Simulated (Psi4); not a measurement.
heptane (C7H16), singlet, at a GFN2-xTB geometry. Base run: Psi4 1.11 with HF/STO-3G.

Here is a job for Psi4.
```
memory 2 GB

molecule mol {
0 1
  C    -3.796579    0.310183   -0.093024
  C    -2.528590   -0.447694    0.280798
  C    -1.269865    0.308054   -0.138142
  C     0.005168   -0.445081    0.233067
  C     1.262664    0.312089   -0.186596
  C     2.538893   -0.439621    0.183845
  C     3.789235    0.322268   -0.238159
  H    -4.680211   -0.244715    0.213835
  H    -3.844982    0.465156   -1.168779
  H    -3.816405    1.283317    0.393005
  H    -2.508272   -0.610477    1.360917
  H    -2.536842   -1.428440   -0.200488
  H    -1.290965    0.471206   -1.218436
  H    -1.262395    1.289166    0.342962
  H    -0.002467   -1.426452   -0.247704
  H     0.026098   -0.608653    1.313389
  H     1.270477    1.293201    0.294502
  H     1.241907    0.475242   -1.266896
  H     2.531854   -1.420365   -0.297465
  H     2.560424   -0.602402    1.263940
  H     3.795961    0.477329   -1.314969
  H     4.685721   -0.229793    0.034642
  H     3.824538    1.295491    0.246815
}

set basis sto-3g
set reference rhf
set stability_analysis check
set scf_type pk

energy('scf')
print_variables()
```

The bond that is stretched is that between atoms 20 and 6. A test that says stable can miss a lower solution.

Each row names what was changed in the base input (with any setting that the change needs).

```json
[
 {"change": "base", "ΔE vs base (kcal/mol)": "0.000", "<S^2>": "0.000"},
 {"change": "stability_analysis = follow; reference = uhf", "ΔE vs base (kcal/mol)": "0.000", "<S^2>": "0.000"},
 {"change": "bond × 1.25", "ΔE vs base (kcal/mol)": "27.13", "<S^2>": "0.000"},
 {"change": "stability_analysis = follow; reference = uhf; bond × 1.25", "ΔE vs base (kcal/mol)": "27.13", "<S^2>": "0.000"},
 {"change": "bond × 1.5", "ΔE vs base (kcal/mol)": "76.1", "<S^2>": "0.000"},
 {"change": "stability_analysis = follow; reference = uhf; bond × 1.5", "ΔE vs base (kcal/mol)": "74.3", "<S^2>": "0.226"},
 {"change": "bond × 1.8", "ΔE vs base (kcal/mol)": "135.4", "<S^2>": "0.000"},
 {"change": "stability_analysis = follow; reference = uhf; bond × 1.8", "ΔE vs base (kcal/mol)": "101.0", "<S^2>": "0.761"},
 {"change": "bond × 2.2", "ΔE vs base (kcal/mol)": "198.5", "<S^2>": "0.000"},
 {"change": "stability_analysis = follow; reference = uhf; bond × 2.2", "ΔE vs base (kcal/mol)": "110.1", "<S^2>": "0.957"},
 {"change": "bond × 3.0", "ΔE vs base (kcal/mol)": "266.1", "<S^2>": "0.000"},
 {"change": "stability_analysis = follow; reference = uhf; bond × 3.0", "ΔE vs base (kcal/mol)": "112.4", "<S^2>": "1.008"}
]
```

Psi4 reported an instability in these rows: stability_analysis = follow; reference = uhf; bond × 1.5; stability_analysis = follow; reference = uhf; bond × 1.8; stability_analysis = follow; reference = uhf; bond × 2.2; stability_analysis = follow; reference = uhf; bond × 3.0 (restricted rows aren't judged here).

Where a bond breaks into two radicals, a solution with restricted orbitals usually stops being the lowest and lies too high; an unrestricted one lies lower at the price of spin contamination, which <S^2> shows.
